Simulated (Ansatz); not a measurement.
```yaml
crystal:
  periodic: [false, false, false]
  atoms:
    - {symbol: Cl, position_ang: [0.717355, 1.421060, 0.538406]}
    - {symbol: Si, position_ang: [-0.767694, 0.302058, -0.384186]}
    - {symbol: Br, position_ang: [0.039439, -1.787918, -0.167520]}
basis:
  gaussian: {orbitals: 6-31G, nuclear_model: gaussian}
magnetization: {spin_polarized: true, initial_magnetization: 0}
hamiltonian: {xc: {name: HF}}
correlation: {active_space: {window: {electrons: 40, orbitals: 30}}}
output: {forces: true}
```

```sh
$ ansatz run in.yaml --threads 4 --pin off --events-out ev --progress --plain --max-ram 10444MiB
```

Task: How does Ansatz answer? (Best estimate.)

Result: Computed: The program refused the input.
```
Error: invalid value for `correlation.active_space`: it starts from restricted Hartree–Fock orbitals; set hamiltonian.xc: hf without magnetization.spin_polarized
```
